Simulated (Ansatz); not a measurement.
Spectroscopic constants of GaS+, multiplicity 3 (lowest of 2S+1 = 1, 3, 5 at CCSD(T)/def2-TZVPP on PBE0 minima; our sources give no spin for the ground state, which may be another). No spin–orbit coupling. Ga is treated without relativity.

Constants: fifth-degree fit in 1/R to seven points, most abundant isotopes. Runs in def2 and cc sets follow the lowest solution found near the PBE0 minimum.

Programs: Ansatz (Gaussian basis) for Hartree–Fock, density functionals and correlated methods. 

Energies at PBE0/def2-TZVPP:

```tsv
R (Å)	E (hartree)
2.110001	-2322.32490868
2.166721	-2322.32770426
2.218904	-2322.32896467
2.277893	-2322.32929515
2.336882	-2322.32882216
2.404947	-2322.32765225
2.484355	-2322.32584703
```

**Question.** With a reduced mass of 21.8409 u, find the minimum, the force constant and the constants.

**Answer.** A fifth-degree polynomial in 1/R puts the minimum at r_e = 2.2688 Å with force constant 106 N/m. Then ω_e = (1/2πc)√(k/μ) = 287 cm⁻¹ and B_e = h/(8π²cμr_e²) = 0.1499 cm⁻¹; the cubic and quartic terms give α_e = 0.0020 and ω_e x_e = 4.6 cm⁻¹.

Ansatz is a program for electronic structure.
